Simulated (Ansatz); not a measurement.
The same molecule with X = F, Cl, Br, I. Ansatz, PBE0-D4/def2-TZVP geometries, multiplicity 1.

Elements past krypton have def2 core potentials. Scalar relativity is left out up to krypton.

```
 X       molecule  mean X–Si bond length / Å  HOMO energy (PBE/def2-TZVPP) / eV  size of the dipole moment (B3LYP/def2-TZVPP) / D  size of the dipole moment (PBE/def2-TZVPP) / D
 F   `F[SiH]1BC1`                      1.601                              -6.10                                              0.94                                            0.97
Cl  `Cl[SiH]1BC1`                      2.049                              -6.13                                              1.29                                            1.33
Br  `Br[SiH]1BC1`                      2.215                              -6.11                                              1.32                                            1.34
```

(1) Give the row for X = I, `I[SiH]1BC1`. (An estimate is asked.)

Results:

(1) Ansatz gave: 
```csv
X,molecule,mean X–Si bond length / Å,HOMO energy (PBE/def2-TZVPP) / eV,size of the dipole moment (B3LYP/def2-TZVPP) / D,size of the dipole moment (PBE/def2-TZVPP) / D
I,`I[SiH]1BC1`,2.432,-6.00,1.19,1.22
```

From F to I the mean X–Si bond length rises at each step, by 0.831 Å in all; the HOMO energy (PBE/def2-TZVPP) isn't monotonic: highest at I, lowest at Cl. Bonds lengthen as the atom grows down the group. Dipoles are sizes alone, and their direction can turn along the series.

B3LYP here is the variant with VWN-RPA as its local correlation; programs differ in this.

Spin–orbit coupling is left out; it splits and shifts lone-pair levels of the heavy atoms by tenths of an eV.
